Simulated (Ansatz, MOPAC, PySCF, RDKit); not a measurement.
H2S (SMILES S) and C3H6 (SMILES C=CC) are pulled apart as rigid monomers along the line of their centres of mass, from the B3LYP-D3(BJ)/def2-TZVP minimum. Starting geometry (charge 0, multiplicity 1):
```xyz
12

S      0.1223     0.4633     0.7293
H      0.6505     0.1531     1.9271
H      1.2451     0.1330     0.0720
C      1.1659     0.1878     4.5291
C      0.0679    -0.5515     4.4198
C     -1.3051    -0.0206     4.1599
H      1.1326     1.2681     4.4401
H      2.1341    -0.2582     4.7176
H      0.1517    -1.6308     4.5171
H     -1.9892    -0.2958     4.9675
H     -1.3034     1.0662     4.0666
H     -1.7191    -0.4449     3.2405
```

Interaction energies with rigid monomers; basis-set methods are counterpoise corrected unless marked otherwise.

Frozen-core correlation. Rows in 6-31G* carry no dispersion term and start afresh at each structure (6-31G* with six Cartesian d functions). The state that PM3 reach isn't checked.

Programs: Ansatz (Gaussian orbitals); MOPAC for PM3 (differences of heats of formation); PySCF for 6-31G* rows, the dispersion terms; RDKit for the force fields. 

```tsv
H2···C4 (Å)	UFF (meV)	PM3 (meV)	PBE-D3(BJ)/def2-TZVPPD (meV)	M06-2X/6-31G* (no counterpoise) (meV)	SCS-MP2/aug-cc-pV(D+d)Z (meV)
2.40	197.1	…	-104.2	-113.2	-7.9
2.65	-4.9	-1.5	-123.5	-129.8	-61.1
3.03	-46.8	-11.5	-101.9	-98.6	…
3.68	-28.2	-8.5	-54.2	-47.0	-38.9
4.72	-9.2	-4.2	-17.3	-11.6	-13.8
```

Fill in the missing entries.


- 3.03, SCS-MP2/aug-cc-pV(D+d)Z (meV): -66.5
- 2.40, PM3 (meV): 53.4

Ansatz is a first-principles code.
